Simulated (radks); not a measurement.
Problem. Radial electron density D(r) = 4 pi r^2 rho(r) of an atom or ion with 9 electrons. Method: scalar-relativistic Kohn-Sham, PBE, spin-polarised, spherical densities, point nucleus; computed with a radial shooting solver on a logarithmic mesh with Libxc functionals.

```
   r/bohr * D(r) (the largest magnitude, 66.7, reaches the edge; | marks zero)
 0.001637 |   *
 0.002031 |    *
 0.002521 |      *
 0.003129 |         *
 0.003883 |             *
 0.004819 |                  *
 0.005981 |                        *
 0.007423 |                               *
 0.009213 |                                       *
  0.01143 |                                              *
  0.01419 |                                                   *
  0.01761 |                                                      *
  0.02186 |                                                     *
  0.02713 |                                                *
  0.03367 |                                           *
  0.04179 |                                        *
  0.05186 |                                           *
  0.06437 |                                                 *
  0.07989 |                                                      *
  0.09995 |                                                  *
    0.124 |                                     *
    0.154 |                    *
   0.1911 |       *
   0.2371 | *
   0.2943 *
   0.3653 *
   0.4533 *
```

What is the nuclear charge?

Solution. Z = 53. The innermost maximum, from 1s, lies near gamma/Z bohr with gamma = sqrt(1 - (Z/c)^2) = 0.922, here 0.0174 bohr (found: 0.0183), and its height grows with Z. The density is that of the iodine ion I44+ in [He] 2s2 2p5; the configuration itself is not fixed sharply by these data, and Z only to a few units. D(r) has 2 maxima, at r = 0.0183, 0.0831 bohr, and minima at 0.0425 bohr, inside which lie 2.14 electrons.
